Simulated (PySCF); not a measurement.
**F²⁺ (fluorine, charge +2) across methods**

[He] 2s2 2p3, high-spin 4S determinant. All numbers are calculated (PySCF 2.14, scalar relativity by spin-free X2C-1e, in dyall-acv3z (15s9p4d2f, 76 functions)).

```
method  E (hartree)  mean ε 2s α (eV)  mean ε 2s β (eV)  mean ε 2p α (eV)  Σ⟨r²⟩ (bohr²)   ⟨S²⟩
  PBE0     -97.8345           -75.057           -65.643           -54.815          5.013  3.752
   LDA     -97.2454           -69.955           -63.151           -51.604          5.058  3.751
r2SCAN     -97.8873           -72.890           -63.442           -52.804          4.996  3.752
revPBE     -97.8879           -70.499           -63.288           -51.528          5.033  3.751
   PBE     -97.8151           -70.438           -63.284           -51.562          5.038  3.751
 M06-L     -97.9215           -73.256           -63.646           -52.675          4.946  3.754
   UHF    -97.70194           -88.206           -70.814           -63.882          4.976  3.754
  BLYP     -97.9017           -70.133           -63.513           -51.406          5.042  3.751
```

Problem. Estimate the same row for CAM-B3LYP.

Solution. E (hartree) = -97.8866; mean ε 2s α (eV) = -76.072; mean ε 2s β (eV) = -67.509; mean ε 2p α (eV) = -56.203; Σ⟨r²⟩ (bohr²) = 5.034; ⟨S²⟩ = 3.752.
